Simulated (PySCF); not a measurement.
**Question.** Write Cartesian coordinates for `C#CC#CBOC` as optimised with PBE0-D3(BJ)/def2-SVP.

**Answer.** 
```
atom  x, y, z in Å
C1     4.3939    0.5940    1.2176
C2     3.2491    0.3937    0.8549
C3     1.9630    0.1668    0.4462
C4     0.8097   -0.0331    0.0823
B5    -0.6027   -0.3489   -0.4106
O6    -1.5991    0.5054   -0.1329
C7    -2.9218    0.2952   -0.5582
H8     5.4043    0.7708    1.5378
H9    -0.8150   -1.3604   -1.0468
H10   -3.0245   -0.6485   -1.1183
H11   -3.5843    0.2695    0.3200
H12   -3.2327    1.1329   -1.2009
```

Orientation and origin are arbitrary. Atoms count from 1 in this order. The 3 C–C bonds span 1.217 Å (C1≡C2, drawn triple) to 1.368 Å (C2–C3, drawn single), a spread of 0.151 Å. Of the pairs four or more bonds apart, H9···H10 is among the closest relative to their van der Waals radii: 2.32 Å, 97 % of the sum of Bondi's values. The 7 heavy atoms lie in one plane (0.004 Å rms). B5 (three-coordinate boron) is planar (angles 120.6°, 120.2° and 119.2°, sum 360.0°, 0.00 Å off the plane of its three neighbours).

Bonds between heavy atoms (Å): C1≡C2 1.217, C2–C3 1.368, C3≡C4 1.226, C4–B5 1.529, B5–O6 1.341, O6–C7 1.405.

Computed, not measured: PBE0-D3(BJ)/def2-SVP geometry optimisation, gas phase (PySCF 2.14.0).

Point group: Cs (tolerance 0.08 Å). Stationary, but not proved a minimum. One conformer, not necessarily the lowest (C4–B5–O6–C7 179°).
